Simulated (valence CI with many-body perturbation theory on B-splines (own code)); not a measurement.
E1 line list for La

Calculated by configuration interaction combined with many-body perturbation theory (CI+MBPT): three valence electrons over a frozen Dirac-Fock core [Xe], radial functions for each j: 7 s, 7 p, 7 d, 7 f, 4 g, 2 h, with the one-electron correlation potential Σ1, the two-electron term Σ2, the three-electron term Σ3, Breit, model QED; selected CI, second order for the rest, scaled by the run's own slope (own B-spline code, finite nucleus).

Against 62 measured levels this calculation errs by 609 cm⁻¹ on average and by 1408 at most. These come from a selection out of the NIST Handbook of Basic Atomic Spectroscopic Data. Levels without a partner in it may be off by more, other configurations by several thousand cm⁻¹. 6 measured levels below the end of the list, from 15197 cm⁻¹ on, found no clear computed partner.

Lines 351 to 400 of 566 in falling wavelength, among levels below 34338 cm⁻¹, chosen from the strongest by gf and those to the six lowest levels. Wavelengths and rates use the calculated energies, so an error of 600 cm⁻¹ moves a line at 586.0 nm by 3.5 % and its rate by three times that or more. Electric multipoles are in the length gauge, E1 and E2 with the static RPA response of the core. Weak lines are less certain than strong ones. Lines between different terms over intervals too small for the method are left out, as are lines whose strength nearly cancels and 6 of this kind that miss the measured wavelength by over 7 %. Where a level lies close to another of its J and parity, the split of strength between their lines is uncertain. The highest levels of a list are the least certain.

Names give the largest LS component (configuration and term), which can be under half, so a name can repeat, a term be missing and a line seem to break the LS rules; names also repeat where a configuration has a term twice. Letters in brackets count levels of one name in rising energy.

| λ vac (nm) | λ from measured levels | Upper | Lower | A (s⁻¹) | log gf | Branch % |
| --- | --- | --- | --- | --- | --- | --- |
| 591.6 |  | 5d2 6p 4S°_3/2 | 5d2 6s 4P_3/2 | 2.16e+07 | -0.34 | 34.1 |
| 591.5 |  | 5d2 6d 4G_9/2 | 5d2 6p 2F°_7/2 [a] | 3.48e+06 | -0.74 | 7.6 |
| 587.7 |  | 5d2 6p 4D°_7/2 [b] | 5d2 6s 4P_5/2 | 1.75e+07 | -0.14 | 29.2 |
| 587.4 |  | 5d2 6d 4G_5/2 | 5d2 6p 2F°_5/2 [a] | 6.19e+06 | -0.72 | 10.6 |
| 587.4 |  | 5d2 6d 4H_7/2 [a] | 5d2 6p 2F°_5/2 [a] | 2.35e+07 | -0.01 | 36.1 |
| 586.3 |  | 5d2 6d 2F_7/2 | 5d2 6p 2F°_7/2 [a] | 4.92e+06 | -0.69 | 9.2 |
| 586.0 | 579.3 | 5d2 6p 4F°_9/2 | 5d2 6s 4F_9/2 | 4.09e+07 | 0.32 | 74.9 |
| 585.3 | 579.1 | 5d2 6p 4F°_7/2 | 5d2 6s 4F_7/2 | 3.33e+07 | 0.14 | 61.4 |
| 585.2 |  | 5d2 6p 4P°_5/2 | 5d2 6s 2D_5/2 | 1.04e+07 | -0.49 | 16.1 |
| 583.4 | 577.1 | 5d2 6p 4F°_5/2 | 5d2 6s 4F_5/2 | 3.05e+07 | -0.03 | 50.8 |
| 582.4 | 574.2 | 5d2 6p 4F°_3/2 | 5d2 6s 4F_3/2 | 4.04e+07 | -0.09 | 64.1 |
| 580.1 |  | 5d2 6p 2G°_7/2 [a] | 5d2 6s 4F_9/2 | 2.41e+06 | -1.01 | 8.0 |
| 579.2 |  | 5d2 6p 2G°_7/2 [b] | 5d2 6s 2G_7/2 | 3.99e+07 | 0.21 | 62.2 |
| 578.4 |  | 5d2 6d 2G_9/2 | 5d2 6p 2F°_7/2 [a] | 9.15e+06 | -0.34 | 14.3 |
| 578.3 |  | 5d2 6p 2G°_7/2 [b] | 5d2 6s 2G_9/2 | 5.85e+06 | -0.63 | 9.1 |
| 577.6 |  | 5d 6s 6p 2F°_7/2 | 5d 6s2 2D_5/2 | 1.98e+06 | -1.10 | 19.3 |
| 577.1 |  | 5d 6s 6p 2F°_5/2 [b] | 5d2 6s 4P_3/2 | 4.94e+06 | -0.83 | 8.1 |
| 577.0 |  | 4f 5d 6s 2H°_9/2 | 5d2 6s 2G_7/2 | 8.46e+06 | -0.37 | 81.5 |
| 575.2 |  | 5d2 6d 4D_7/2 | 5d2 6p 4G°_5/2 [a] | 9.17e+06 | -0.44 | 19.9 |
| 574.5 |  | 5d2 6p 2D°_5/2 [b] | 5d2 6s 2F_7/2 | 1.31e+07 | -0.41 | 17.1 |
| 571.8 | 565.9 | 5d2 6p 4F°_5/2 | 5d2 6s 4F_3/2 | 8.34e+06 | -0.61 | 13.9 |
| 570.1 |  | 5d2 6p 4D°_7/2 [c] | 5d2 6s 4P_5/2 | 2.03e+07 | -0.10 | 26.1 |
| 569.8 |  | 5d2 6p 4G°_5/2 [b] | 5d 6s2 2D_3/2 | 1.08e+06 | -1.50 | 5.2 |
| 569.4 | 563.3 | 5d2 6p 4F°_7/2 | 5d2 6s 4F_5/2 | 1.01e+07 | -0.40 | 18.7 |
| 569.1 |  | 5d 6s 6d 2F_7/2 | 5d2 6p 2F°_7/2 [a] | 3.59e+06 | -0.86 | 4.4 |
| 567.5 |  | 5d2 6d 2H_9/2 | 5d2 6p 2F°_7/2 [a] | 9.27e+06 | -0.35 | 19.2 |
| 566.7 | 550.3 | 5d2 6p 2D°_3/2 [a] | 5d 6s2 2D_3/2 | 4.29e+07 | -0.08 | 72.7 |
| 565.2 |  | 5d2 6p 2D°_5/2 [b] | 5d2 6s 4P_3/2 | 9.63e+06 | -0.56 | 12.5 |
| 565.0 | 559.0 | 5d2 6p 4F°_9/2 | 5d2 6s 4F_7/2 | 7.03e+06 | -0.47 | 12.9 |
| 563.6 |  | 5d2 6p 2F°_5/2 [b] | 5d2 6s 4F_7/2 | 2.42e+06 | -1.16 | 7.3 |
| 562.4 |  | 5d2 6p 2F°_5/2 [c] | 5d2 6s 2G_7/2 | 1.20e+07 | -0.47 | 18.8 |
| 562.3 | 570.5 | 5d2 6p 2P°_1/2 [a] | 5d2 6s 4F_3/2 | 6.82e+06 | -1.19 | 6.7 |
| 560.8 |  | 5d2 6p 2G°_9/2 [b] | 5d2 6s 2G_9/2 | 4.71e+07 | 0.35 | 71.8 |
| 560.2 | 545.7 | 5d2 6p 2D°_5/2 [a] | 5d 6s2 2D_5/2 | 3.03e+07 | -0.07 | 52.5 |
| 559.7 |  | 5d2 6p 2F°_7/2 [b] | 5d2 6s 4F_9/2 | 7.66e+06 | -0.54 | 22.0 |
| 559.4 |  | 5d2 6p 2G°_7/2 [a] | 5d2 6s 4F_7/2 | 5.99e+06 | -0.65 | 19.9 |
| 558.1 |  | 5d2 6p 2P°_3/2 [b] | 5d2 6s 2D_5/2 | 2.69e+07 | -0.30 | 43.6 |
| 556.9 |  | 5d2 6p 2D°_3/2 [b] | 5d2 6s 2F_5/2 | 2.21e+07 | -0.39 | 24.2 |
| 556.2 |  | 5d2 6p 4P°_3/2 | 5d2 6s 4P_5/2 | 1.73e+07 | -0.49 | 27.4 |
| 555.0 |  | 5d2 6p 4P°_1/2 | 5d2 6s 4P_3/2 | 3.90e+07 | -0.44 | 62.9 |
| 553.3 |  | 5d 6s 6p 2F°_5/2 [b] | 5d2 6s 2F_5/2 | 5.48e+06 | -0.82 | 9.0 |
| 552.6 |  | 4f 5d 6s 2F°_5/2 [a] | 5d2 6s 2G_7/2 | 4.87e+06 | -0.87 | 5.5 |
| 551.8 |  | 5d2 6p 2G°_9/2 [a] | 5d2 6s 4F_9/2 | 7.79e+06 | -0.45 | 29.1 |
| 550.9 | 550.8 | 5d 6s 6p 4P°_5/2 | 5d 6s2 2D_3/2 | 9.28e+05 | -1.60 | 14.7 |
| 550.7 |  | 5d2 6p 2F°_5/2 [c] | 5d2 6s 2P_3/2 | 1.28e+07 | -0.46 | 19.9 |
| 548.7 |  | 5d2 6p 2P°_1/2 [b] | 5d2 6s 2P_3/2 | 2.98e+07 | -0.57 | 62.8 |
| 542.1 |  | 5d2 6p 2F°_7/2 [c] | 5d2 6s 2G_7/2 | 5.84e+06 | -0.69 | 7.2 |
| 541.9 |  | 5d2 6p 4P°_3/2 | 5d2 6s 4P_1/2 | 1.94e+07 | -0.47 | 30.8 |
| 541.4 |  | 5d2 6p 2F°_7/2 [c] | 5d2 6s 2G_9/2 | 2.36e+07 | -0.08 | 29.0 |
| 540.4 | 518.5 | 5d2 6p 4F°_5/2 | 5d 6s2 2D_5/2 | 9.57e+06 | -0.60 | 15.9 |
